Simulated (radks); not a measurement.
Radial electron density D(r) = 4 pi r^2 rho(r) of an atom or ion with 39 electrons. All-electron calculation, Dirac Kohn-Sham, LDA (Slater exchange, Perdew-Wang correlation), spin-unpolarised, spherical densities, finite nucleus; Fermi nuclear charge, rms radius of each element as measured or else 0.836 A^(1/3) + 0.57 fm. Program: a radial shooting solver on a logarithmic mesh with Libxc functionals.

```
   r/bohr * D(r) (the largest magnitude, 65.9, reaches the edge; | marks zero)
 0.005016 |          *
 0.006531 |                *
 0.008505 |                      *
  0.01107 |                              *
  0.01442 |                                     *
  0.01878 |                                           *
  0.02445 |                                             *
  0.03184 |                                           *
  0.04179 |                                       *
  0.05441 |                                       *
  0.07085 |                                             *
  0.09226 |                                                      *
   0.1201 |                                                      *
   0.1564 |                                           *
   0.2037 |                                   *
   0.2652 |                                       *
   0.3454 |                                          *
   0.4497 |                               *
   0.5856 |               *
   0.7625 |         *
    1.001 |         *
    1.303 |      *
    1.697 |  *
     2.21 |*
    2.877 *
    3.747 *
    4.879 *
```

What is the nuclear charge?

Answer. Z = 43. The innermost maximum, from 1s, lies near gamma/Z bohr with gamma = sqrt(1 - (Z/c)^2) = 0.949, here 0.0221 bohr (found: 0.0243), and its height grows with Z. The density is that of the technetium ion Tc4+ in [Kr] 4d3; the configuration itself is not fixed sharply by these data, and Z only to a few units. D(r) has 4 maxima, at r = 0.0243, 0.107, 0.329, 0.931 bohr, and minima at 0.0486, 0.212, 0.813 bohr, inside which lie 2.06, 11.08, 29.43 electrons.
